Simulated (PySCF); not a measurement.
# UHF on Rh (rhodium, neutral)

Configuration: [Kr] 4d8 5p1, one real determinant (an excited configuration). Computed with PySCF 2.14 in aug-cc-pVTZ-DK, with the spin-free X2C one-electron Hamiltonian (Gaussian nucleus).

```json
{
 "Total energy": "-4780.934488 hartree",
 "One-electron energy": "-6592.2442 hartree",
 "Hartree (Coulomb) energy": "1948.9774 hartree",
 "Exchange energy": "-137.6677 hartree",
 "⟨S²⟩": "3.7536",
 "⟨L²⟩": "14.056",
 "Sum of ⟨r⟩": "34.01 bohr",
 "Sum of ⟨r²⟩": "69.93 bohr²",
 "Traceless quadrupole moment −½Σ⟨3z² − r²⟩ along its main axis": "-13.5 e·bohr²",
 "Langevin diamagnetic susceptibility": "-55.4 ×10⁻⁶ cm³/mol"
}
```

```json
{"shell": "1s β", "electrons": "1", "mean orbital energy (eV)": "-23341.0", "spread (eV)": "0", "rms radius, mean of both spins (bohr)": "0.0374"}
{"shell": "1s α", "electrons": "1", "mean orbital energy (eV)": "-23341.0", "spread (eV)": "0", "rms radius, mean of both spins (bohr)": "0.0374"}
{"shell": "2s α", "electrons": "1", "mean orbital energy (eV)": "-3467.6", "spread (eV)": "0", "rms radius, mean of both spins (bohr)": "0.154"}
{"shell": "2s β", "electrons": "1", "mean orbital energy (eV)": "-3467.1", "spread (eV)": "0", "rms radius, mean of both spins (bohr)": "0.154"}
{"shell": "2p α", "electrons": "3", "mean orbital energy (eV)": "-3102.6", "spread (eV)": "0.006", "rms radius, mean of both spins (bohr)": "0.137"}
{"shell": "2p β", "electrons": "3", "mean orbital energy (eV)": "-3102.1", "spread (eV)": "0.010", "rms radius, mean of both spins (bohr)": "0.137"}
{"shell": "3s α", "electrons": "1", "mean orbital energy (eV)": "-656.44", "spread (eV)": "0", "rms radius, mean of both spins (bohr)": "0.415"}
{"shell": "3s β", "electrons": "1", "mean orbital energy (eV)": "-656.16", "spread (eV)": "0", "rms radius, mean of both spins (bohr)": "0.415"}
{"shell": "3p α", "electrons": "3", "mean orbital energy (eV)": "-533.06", "spread (eV)": "0.002", "rms radius, mean of both spins (bohr)": "0.419"}
{"shell": "3p β", "electrons": "3", "mean orbital energy (eV)": "-532.71", "spread (eV)": "0.029", "rms radius, mean of both spins (bohr)": "0.419"}
{"shell": "3d α", "electrons": "5", "mean orbital energy (eV)": "-335.67", "spread (eV)": "0.309", "rms radius, mean of both spins (bohr)": "0.403"}
{"shell": "3d β", "electrons": "5", "mean orbital energy (eV)": "-334.90", "spread (eV)": "1.088", "rms radius, mean of both spins (bohr)": "0.403"}
{"shell": "4s α", "electrons": "1", "mean orbital energy (eV)": "-104.62", "spread (eV)": "0", "rms radius, mean of both spins (bohr)": "1.05"}
{"shell": "4s β", "electrons": "1", "mean orbital energy (eV)": "-101.35", "spread (eV)": "0", "rms radius, mean of both spins (bohr)": "1.05"}
{"shell": "4p α", "electrons": "3", "mean orbital energy (eV)": "-67.865", "spread (eV)": "0.050", "rms radius, mean of both spins (bohr)": "1.17"}
{"shell": "4p β", "electrons": "3", "mean orbital energy (eV)": "-63.663", "spread (eV)": "0.118", "rms radius, mean of both spins (bohr)": "1.17"}
{"shell": "4d α", "electrons": "5", "mean orbital energy (eV)": "-14.391", "spread (eV)": "1.217", "rms radius, mean of both spins (bohr)": "1.69"}
{"shell": "4d β", "electrons": "3", "mean orbital energy (eV)": "-12.756", "spread (eV)": "0.138", "rms radius, mean of both spins (bohr)": "1.69"}
{"shell": "5p α", "electrons": "1", "mean orbital energy (eV)": "-3.338", "spread (eV)": "0", "rms radius, mean of both spins (bohr)": "5.78"}
```

⟨L²⟩ = 14.06 against 20 for a pure G term, so this real determinant mixes terms.

Densities and radii are taken from the X2C orbitals without a picture-change correction, which distorts them close to the nucleus.

Spin-orbit constants ζ (cm⁻¹) from the X2C one-electron operator on these orbitals: bare nucleus, nucleus screened by l(l+1)(2l+1)/3 electrons, and screened by the Breit-Pauli mean field of the electrons.

```
shell    bare  screened nucleus  mean field
   2p  783500            748600         n/a
   3p  136400            130400         n/a
   3d   19800             15400         n/a
   4p   19610             18740         n/a
   4d    1610              1252         n/a
   5p   424.8             405.9         n/a
```

To first order the Landé constant is A = -279.3 cm⁻¹, so the lowest level has J = 11/2 and lies 0.208 eV below the centre of the term. This holds in LS coupling only.
